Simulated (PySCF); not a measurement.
Bonding in `CO[SiH2]/C=C(/[SiH2]Cl)C(Cl)Cl`

Species: C4H9Cl3OSi2.
Numbering: `[CH3:1][O:2][SiH2:3]/[CH:4]=[C:5](/[SiH2:6][Cl:7])[CH:8]([Cl:9])[Cl:10]` (hydrogens: H11, H12, H13 on C1; H14, H15 on Si3; H16 on C4; H17, H18 on Si6; H19 on C8)

Geometry (GFN2-xTB, Å), atoms numbered from 1 in this order:
```xyz
19
C4H9Cl3OSi2 angstrom
C     -2.601   -0.068    1.212
O     -2.227   -0.826    0.098
Si    -1.564   -0.369   -1.309
C      0.110    0.499   -1.081
C      1.134    0.118   -0.315
Si     2.767    1.076   -0.169
Cl     2.375    2.988   -0.668
C      1.060   -1.132    0.487
Cl     0.877   -0.719    2.215
Cl     2.552   -2.074    0.287
H     -2.961   -0.756    1.978
H     -3.399    0.631    0.952
H     -1.752    0.495    1.604
H     -2.407    0.581   -2.038
H     -1.441   -1.679   -1.932
H      0.246    1.427   -1.625
H      3.269    1.050    1.199
H      3.731    0.543   -1.128
H      0.221   -1.778    0.225
```

Bond orders from the PBE0/pcSseg-1 density (PySCF). Geometry: GFN2-xTB, one conformer, isolated molecule.

(1) Where do the orders between heavy atoms depart from those drawn in the SMILES?

(2) Give the Mayer order of every bond between heavy atoms, beside its length.

Answers

(1) The largest departure is 0.189, at C5–Si6 (drawn single, 0.811). Drawn single, order below 0.88: Si3–C4 (0.831) and C5–Si6 (0.811).

(2) 
```csv
bond,drawn as,length (Å),Mayer order
C1–O2,single,1.399,0.883
O2–Si3,single,1.621,0.969
Si3–C4,single,1.899,0.831
C4–C5,double,1.335,1.928
C5–Si6,single,1.899,0.811
Si6–Cl7,single,2.015,0.970
C5–C8,single,1.487,0.938
C8–Cl9,single,1.786,1.022
C8–Cl10,single,1.776,1.005
```

By pair of heavy elements: C–Si: all 2 within 0.02 of one another (0.811 to 0.831). C–C: lowest C5–C8 (0.938, 1.487 Å), highest C4–C5 (1.928, 1.335 Å). C–Cl: all 2 within 0.02 of one another (1.005 to 1.022).

**Question.** And the bonds to hydrogen?

**Answer.** C–H: 0.90 to 0.97 (5 bonds); H–Si: 0.91 to 0.95 (4 bonds).

**Question.** Sum the orders of all bonds at each heavy atom with more than one neighbour and set the sums beside the valence in the SMILES.

**Answer.** C1 3.779 (drawn 4), O2 1.852 (drawn 2), Si3 3.660 (drawn 4), C4 3.678 (drawn 4), C5 3.677 (drawn 4), Si6 3.650 (drawn 4), C8 3.867 (drawn 4). Orders between atoms that aren't bonded are not in these sums.

The Mayer order sums products of elements of PS (density times overlap matrix) between the two atoms' basis functions, so it depends on the basis set.
